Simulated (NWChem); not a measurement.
Molecule: ZrNH₅; SMILES [ZrH3][NH2]

Results from NWChem. Medium grid unless said otherwise, to which SCAN and Minnesota functionals are sensitive. Coordinates come from a PBE0/def2-SVP optimisation. def2 effective core potentials on Zr; no spin-orbit coupling. Total energies of different functionals are on different scales.

| level | energy (Ha) | highest occupied level (eV) | orbital gap (eV) | dipole (D) |
|---|---|---|---|---|
| B3LYP/def2-SVP | -104.7535 | -7.59 | 5.50 | 2.45 |
| PBE/def2-SVP | -104.6594 | -6.46 | 3.62 | 2.54 |
| M05-2X/def2-SVP | -104.6284 | -9.13 | 8.29 | 2.38 |
| LC-wPBE (HJS exchange hole, range parameter 0.4 per bohr)/def2-SVP | -104.7076 | -10.72 | 11.28 | 2.36 |
| MN15-L/def2-SVP | -104.4723 | -7.02 | 4.51 | 2.54 |
| TPSS/def2-SVP | -104.7437 | -6.68 | 4.01 | 2.54 |
| PW91/def2-SVP | -104.7417 | -6.51 | 3.62 | 2.52 |
| LDA (Slater exchange, VWN5)/def2-SVP | -104.1111 | -6.48 | 3.37 | 2.61 |
| KT2/def2-SVP | -105.7397 | -6.51 | 3.50 | 2.46 |
